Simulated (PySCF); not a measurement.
# Simulated absorption spectrum

Species: Ge(SiH3)2Cl2.
InChI=1S/Cl2GeH6Si2/c1-3(2,4)5/h4-5H3

Computed, not measured: TDDFT wB97X-D/def2-SVPD, vertical, gas phase, core orbitals frozen in the response in PySCF 2.14.0, density-fitted response routines. Geometry: PBE0-D3(BJ)/def2-SVP; no solvent, vibrations or thermal averaging. The wB97X-D/def2-SVPD calculation is non-relativistic and has no spin–orbit coupling, an omission that weighs most on germanium.

Each state is given a Gaussian of 0.25 eV full width at half maximum, with ε(max) = 2.175×10⁸ f / Δν̃ (Δν̃ the width in cm⁻¹). The width is an assumption, not a result. The curve ends short of the highest state used, and states not computed would add to its high-energy end.

```tsv
E (eV)	ε (L mol⁻¹ cm⁻¹)
5.25	2
5.31	13
5.37	57
5.43	184
5.49	434
5.55	744
5.61	927
5.68	801
5.74	502
5.80	232
5.86	83
5.92	26
5.98	9
6.05	3
6.11	3
6.17	24
6.23	188
6.29	1067
6.35	4392
6.41	13138
6.48	31514
6.54	47245
6.60	51656
6.66	41692
6.72	26123
6.78	15049
6.84	10420
6.91	8025
6.97	5494
7.03	2901
7.09	1376
7.15	1407
7.21	3151
7.27	6460
7.34	10963
7.40	13977
```

Question: Where are the band maxima, and which computed states make them?

Answer: 221 nm (5.62 eV), ε about 930, made up of S1 (100%); 188 nm (6.59 eV), ε about 52000, made up of S3 (99%) (ε in L mol⁻¹ cm⁻¹; maxima over ε = 5, shares over 10%). At its high-energy end, 7.40 eV, the curve is still rising (ε about 14000, from S8 and S9). The states used: S1 5.62 eV (f 0.0086); S2 5.88 eV (f 0.0001); S3 6.59 eV (f 0.480); S4 6.75 eV (f 0.0032); S5 6.88 eV (f 0.072); S6 7.03 eV (f 0.0000); S7 7.16 eV (f 0.0001); S8 7.37 eV (f 0.088); S9 7.55 eV (f 0.112); S10 7.57 eV (f 0.0066); S11 7.70 eV (f 0.020); S12 7.78 eV (f 0.0002); S13 7.89 eV (f 0.018); S14 7.92 eV (f 0.031); S15 8.00 eV (f 0.148).

Question: What would ε be at 6.59 eV, the highest of these maxima, with half the width (0.125 eV)?

Answer: About 103000 L mol⁻¹ cm⁻¹ against 52000, a factor of about 1.98; a lone state at its own centre would give exactly 2.

Question: On this curve, what absorbance would a 10⁻³ mol/L sample give at 193 nm over a 1 cm path?

Answer: 193 nm is 6.424 eV, where ε is about 16000 L mol⁻¹ cm⁻¹, so A = ε c l ≈ 16 (Beer–Lambert, with the gas-phase spectrum and the assumed width).

Question: Coming from long wavelengths, where does ε first pass 100 L mol⁻¹ cm⁻¹?

Answer: At about 230 nm (5.40 eV), 0.22 eV below S1.

All these states lie below the vertical ionisation energy of 9.73 eV (ΔSCF).

Hardware: an Arm Neoverse V1 with one thread, no GPU, shared host with 32 logical CPUs at a one-minute load of 31. Cost: 2.3 min of wall time (with the writing of density and orbital grids), 1.0 GiB resident at most.
